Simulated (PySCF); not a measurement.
H₂BO₃ (SMILES [O]B(O)O), doublet, geometry from GFN2-xTB; HF/6-31G** (PySCF).

The PySCF input:
```python
from pyscf import gto, scf

mol = gto.Mole()
mol.atom = '''
    O     1.347904   -0.498573    0.009237
    B     0.126235   -0.046693    0.000865
    O    -0.946456   -0.915612   -0.001457
    O    -0.122787    1.311112   -0.005870
    H    -1.813159   -0.506187   -0.007750
    H    -1.047306    1.564238   -0.011852
'''
mol.basis = '6-31g**'
mol.charge = 0
mol.spin = 1
mol.verbose = 5
mol.build()

mf = scf.UHF(mol)
mf.kernel()
mf.analyze()
```

Q: What does PySCF print? Leave out banner, timings and long lists.

A: 
```
PySCF version 2.14.0

[INPUT] verbose = 5
[INPUT] max_memory = 4000
[INPUT] num. atoms = 6
[INPUT] num. electrons = 31
[INPUT] charge = 0
[INPUT] spin (= nelec alpha-beta = 2S) = 1
[INPUT] symmetry False subgroup None
[INPUT] Mole.unit = angstrom
[INPUT] Symbol           X                Y                Z      unit          X                Y                Z       unit  Magmom
[...]
[INPUT] ---------------- BASIS SET ----------------
[INPUT] l, kappa, [nprim/nctr], expnt,             c_1 c_2 ...
[INPUT] O
[...]
                                825.23495         0.0139501
                                188.04696         0.0684451
                                52.9645           0.2327143
                                16.89757          0.470193
                                5.7996353         0.3585209
[...]
                                3.5999336         -0.1480263
                                1.0137618         1.130767
[...]
                                3.5999336         0.3397528
                                1.0137618         0.7271586
[...]
[INPUT] B
[...]
                                310.64957         0.0142515
                                70.683033         0.0695516
                                19.86108          0.2325729
                                6.2993048         0.4670787
                                2.127027          0.3634314
[...]
                                1.1903377         -0.1307889
                                0.3594117         1.1309444
[...]
                                1.1903377         0.3078467
                                0.3594117         0.7434568
[...]
[INPUT] H
[...]
                                2.8253937         0.23472695
                                0.6401217         0.81375733
[...]
nuclear repulsion = 108.044827576421
number of shells = 30
number of NR pGTOs = 122
number of NR cGTOs = 66
basis = 6-31g**
ecp = {}

******** <class 'pyscf.scf.uhf.UHF'> ********
method = UHF
initial guess = minao
damping factor = 0
level_shift factor = 0
DIIS = <class 'pyscf.scf.diis.CDIIS'>
diis_start_cycle = 1
diis_space = 8
diis_damp = 0
SCF conv_tol = 1e-09
SCF conv_tol_grad = None
SCF max_cycles = 50
direct_scf = True
direct_scf_tol = 1e-13
number electrons alpha = 16  beta = 15
Set gradient conv threshold to 3.16228e-05
E1 = -556.3545128738326  E2 = 197.4047240488159  Ecoul = 226.37515356791835  Exc = -28.970429519102453
init E= -250.904961248595
cond(S) = 257.20672334450177

[...]
converged SCF energy = -250.545560092209  <S^2> = 0.75547752  2S+1 = 2.00547
Total Energy =                        -250.545560092208802
[...]
spin_pop of  1 B 3px      -0.00127
spin_pop of  1 B 3py       0.00034
spin_pop of  1 B 3pz       0.00012
spin_pop of  1 B 3dxy      0.00064
spin_pop of  1 B 3dyz     -0.00005
spin_pop of  1 B 3dz^2     0.00005
spin_pop of  1 B 3dxz     -0.00042
spin_pop of  1 B 3dx2-y2    0.00038
spin_pop of  2 O 1s       -0.00000
spin_pop of  2 O 2s        0.00522
spin_pop of  2 O 3s        0.00005
spin_pop of  2 O 2px       0.00936
spin_pop of  2 O 2py       0.00132
spin_pop of  2 O 2pz      -0.00144
spin_pop of  2 O 3px       0.00003
spin_pop of  2 O 3py      -0.00009
spin_pop of  2 O 3pz      -0.00016
spin_pop of  2 O 3dxy      0.00011
spin_pop of  2 O 3dyz      0.00001
spin_pop of  2 O 3dz^2     0.00001
spin_pop of  2 O 3dxz      0.00000
spin_pop of  2 O 3dx2-y2    0.00003
spin_pop of  3 O 1s       -0.00000
spin_pop of  3 O 2s        0.00522
spin_pop of  3 O 3s        0.00005
spin_pop of  3 O 2px       0.00280
spin_pop of  3 O 2py       0.00788
spin_pop of  3 O 2pz      -0.00144
spin_pop of  3 O 3px      -0.00005
spin_pop of  3 O 3py      -0.00001
spin_pop of  3 O 3pz      -0.00016
spin_pop of  3 O 3dxy      0.00001
spin_pop of  3 O 3dyz      0.00003
spin_pop of  3 O 3dz^2     0.00001
spin_pop of  3 O 3dxz     -0.00002
spin_pop of  3 O 3dx2-y2    0.00013
spin_pop of  4 H 1s        0.00254
spin_pop of  4 H 2s        0.00009
spin_pop of  4 H 2px      -0.00001
spin_pop of  4 H 2py       0.00001
spin_pop of  4 H 2pz      -0.00001
spin_pop of  5 H 1s        0.00254
spin_pop of  5 H 2s        0.00009
spin_pop of  5 H 2px       0.00001
spin_pop of  5 H 2py      -0.00001
spin_pop of  5 H 2pz      -0.00001
 ** Mulliken Spin Density (per atom)  **
spin density of  0 O =      1.00960
spin density of  1 B =     -0.04376
spin density of  2 O =      0.01445
spin density of  3 O =      0.01445
spin density of  4 H =      0.00263
spin density of  5 H =      0.00263
 ** Mulliken pop alpha/beta on meta-lowdin orthogonal AOs **
 ** Mulliken pop       alpha | beta **
In total            16.00000 | 15.00000
 ** Mulliken atomic charges   ( Nelec_alpha | Nelec_beta ) **
charge of  0O =     -0.21284  (     4.61122      3.60162 )
charge of  1B =      0.67841  (     2.13891      2.18268 )
charge of  2O =     -0.57467  (     4.29456      4.28011 )
charge of  3O =     -0.57467  (     4.29456      4.28011 )
charge of  4H =      0.34188  (     0.33037      0.32775 )
charge of  5H =      0.34188  (     0.33037      0.32775 )
Dipole moment(X, Y, Z, Debye): -3.25013,  1.20218, -0.02227
```
